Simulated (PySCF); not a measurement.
Species: `C1CC1[P@](C=C)(C[SiH3])=O`. The columns A, B, C and D hold Mulliken, IAO, Hirshfeld and ESP-fitted charges (e) of one PBE0/pcSseg-1 density (PySCF), in a shuffled order. Coordinates in Å (GFN2-xTB); the density's dipole moment is (-0.42, -2.09, -2.78) D.

```csv
atom,x,y,z,A,B,C,D
C1,0.658,2.239,-1.523,-0.264,-0.101,-0.065,-0.221
C2,0.469,0.933,-1.466,-0.428,-0.433,-0.098,-0.366
P3,0.042,0.174,0.125,+1.534,+0.928,+0.428,+0.858
O4,-0.008,1.116,1.247,-0.931,-0.612,-0.378,-0.578
C5,1.215,-1.205,0.346,-0.806,-0.708,-0.204,-0.524
Si6,2.927,-0.486,0.746,+0.608,+0.513,+0.311,+0.455
C7,-1.556,-0.641,-0.213,-0.407,-0.469,-0.096,-0.354
C8,-2.771,0.177,0.106,-0.281,-0.178,-0.085,-0.259
C9,-2.376,-0.942,1.007,-0.286,-0.191,-0.086,-0.302
H10,0.578,2.826,-0.620,+0.170,+0.145,+0.052,+0.152
H11,0.897,2.764,-2.434,+0.157,+0.126,+0.056,+0.153
H12,0.536,0.295,-2.336,+0.155,+0.130,+0.048,+0.179
H13,1.221,-1.829,-0.546,+0.163,+0.166,+0.048,+0.139
H14,0.838,-1.800,1.180,+0.173,+0.184,+0.053,+0.171
H15,3.846,-1.626,0.834,-0.121,-0.091,-0.082,-0.125
H16,3.343,0.395,-0.348,-0.115,-0.074,-0.079,-0.101
H17,2.888,0.230,2.015,-0.099,-0.044,-0.067,-0.090
H18,-1.592,-1.327,-1.050,+0.154,+0.144,+0.048,+0.185
H19,-3.647,0.068,-0.517,+0.151,+0.131,+0.050,+0.153
H20,-2.601,1.182,0.464,+0.163,+0.151,+0.048,+0.153
H21,-1.947,-0.677,1.963,+0.159,+0.150,+0.048,+0.157
H22,-2.971,-1.844,1.020,+0.151,+0.132,+0.049,+0.164
```

Problem. Which column most likely holds the ESP-fitted charges?

Solution. D. Σ q r misses the density's dipole by 0.03 D (D), 1.17 D (C), 1.29 D (A), 2.44 D (B). Charges fitted to the outside potential are the only set here that is tied to the molecule's multipoles.

Problem. And the Hirshfeld charges?

Solution. C. The mean sizes are 0.113 e (C), 0.264 e (B), 0.265 e (D), 0.340 e (A), and Hirshfeld charges are commonly the smallest of these schemes.

As computed, A = IAO, B = Mulliken, C = Hirshfeld, D = ESP-fitted. Hydrogens on carbon: IAO +0.15 to +0.17, Mulliken +0.13 to +0.18, Hirshfeld +0.05 to +0.06, ESP-fitted +0.14 to +0.19 e.

The IAO scheme projects the occupied orbitals on a minimal set of polarised atomic orbitals and counts the electrons in each atom's part of it. The ESP scheme is a least-squares fit of atom-centred charges to the potential on four shells outside the van der Waals surface, with the total charge fixed.

One conformer (not necessarily the lowest) at the GFN2-xTB geometry, without solvent, vibrations or thermal averaging.

Conformer computed: `[CH2:1]=[CH:2][P@:3](=[O:4])([CH2:5][SiH3:6])[CH:7]1[CH2:8][CH2:9]1`: C1–C2–P3–O4 -2°, C2–P3–C5–Si6 73°, C2–P3–C7–C8 -93°.
